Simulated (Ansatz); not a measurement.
Reaction (cleavage of the Si–Si bond): `CN[SiH2][SiH2]N` + HCl → `CN[SiH2]Cl` + `N[SiH3]`

Gas-phase electronic energies from Ansatz, PBE0-D4/def2-TZVP geometries. CCSD(T)/CBS is the MP2 limit (def2-TZVPP, def2-QZVPP) plus CCSD(T) − MP2 in def2-TZVPP, frozen cores. This one scheme is used for every species. Functionals use def2-TZVPP. B3LYP here is the variant with VWN-RPA as its local correlation; programs differ in this. One conformer a species, not always the lowest.

`CN[SiH2][SiH2]N`:

Z-matrix (Å, degrees):
```
C
N 1 1.448
H 1 1.099 2 113.5
H 1 1.093 2 109.6 3 -120.1
H 1 1.094 2 110.9 3 121.7
Si 2 1.720 1 123.4 3 86.2
H 2 1.008 1 113.5 3 -65.9
Si 6 2.345 2 110.8 1 53.4
H 6 1.489 2 107.1 1 174.3
H 6 1.504 2 114.8 1 -67.8
N 8 1.733 6 108.7 2 -68.6
H 8 1.500 6 108.1 2 166.0
H 8 1.489 6 111.8 2 49.1
H 11 1.009 8 118.8 6 171.5
H 11 1.008 8 118.3 6 -50.8
```

HCl:

```xyz
2

Cl   -0.300   -0.479    0.299
H     0.300    0.479   -0.299
```

`CN[SiH2]Cl`:

Z-matrix (Å, degrees):
```
C
N 1 1.450
H 1 1.096 2 113.1
H 1 1.093 2 110.8 3 -122.0
H 1 1.093 2 109.4 3 119.9
Si 2 1.697 1 123.8 3 -88.7
H 2 1.008 1 113.6 3 65.8
Cl 6 2.075 2 114.8 1 68.9
H 6 1.479 2 108.8 1 -48.4
H 6 1.479 2 108.1 1 -172.4
```

`N[SiH3]`:

```xyz
7

N     0.555   -0.910   -0.035
Si   -0.247    0.609    0.055
H     0.750   -1.318   -0.935
H     0.343   -1.626    0.641
H     0.446    1.546   -0.865
H    -1.694    0.607   -0.318
H    -0.153    1.092    1.457
```

```json
{"level": "PBE-D4", "ΔE (kJ/mol)": "-108.1", "difference from CCSD(T)/CBS": "17.3"}
{"level": "r2SCAN-D4", "ΔE (kJ/mol)": "-123.7", "difference from CCSD(T)/CBS": "1.7"}
{"level": "PBE0-D4", "ΔE (kJ/mol)": "-114.0", "difference from CCSD(T)/CBS": "11.4"}
{"level": "B3LYP-D4", "ΔE (kJ/mol)": "-121.8", "difference from CCSD(T)/CBS": "3.6"}
{"level": "ωB97X-V", "ΔE (kJ/mol)": "-123.6", "difference from CCSD(T)/CBS": "1.8"}
{"level": "r2SCAN", "ΔE (kJ/mol)": "-125.6", "difference from CCSD(T)/CBS": "-0.2"}
{"level": "B3LYP", "ΔE (kJ/mol)": "-129.7", "difference from CCSD(T)/CBS": "-4.3"}
{"level": "HF/def2-TZVPP", "ΔE (kJ/mol)": "-148.0", "difference from CCSD(T)/CBS": "-22.6"}
{"level": "MP2/def2-TZVPP", "ΔE (kJ/mol)": "-132.3", "difference from CCSD(T)/CBS": "-6.9"}
{"level": "CCSD/def2-TZVPP", "ΔE (kJ/mol)": "-124.5", "difference from CCSD(T)/CBS": "0.9"}
{"level": "CCSD(T)/def2-TZVPP", "ΔE (kJ/mol)": "-121.9", "difference from CCSD(T)/CBS": "3.5"}
{"level": "HF/def2-QZVPP", "ΔE (kJ/mol)": "-149.1", "difference from CCSD(T)/CBS": "-23.7"}
{"level": "MP2/def2-QZVPP", "ΔE (kJ/mol)": "-134.6", "difference from CCSD(T)/CBS": "-9.2"}
{"level": "SCS-MP2/def2-QZVPP", "ΔE (kJ/mol)": "-135.9", "difference from CCSD(T)/CBS": "-10.5"}
{"level": "MP2/CBS(def2)", "ΔE (kJ/mol)": "-135.7", "difference from CCSD(T)/CBS": "-10.3"}
{"level": "CCSD/CBS(def2)", "ΔE (kJ/mol)": "-128.0", "difference from CCSD(T)/CBS": "-2.6"}
{"level": "CCSD(T)/CBS", "ΔE (kJ/mol)": "-125.4", "difference from CCSD(T)/CBS": "0"}
```

Largest T1 diagnostic among the species: 0.011.

In def2-TZVPP, CCSD(T) changes the Hartree–Fock value by +26.0 kJ/mol (the triples alone add +2.6 kJ/mol) and MP2 by +15.7 kJ/mol. The D4 term adds +7.9 kJ/mol with B3LYP and +4.9 kJ/mol with PBE0; it sums over pairs of atoms, weighted by their polarisabilities, and B3LYP, whose exchange is more repulsive, gets the larger term.
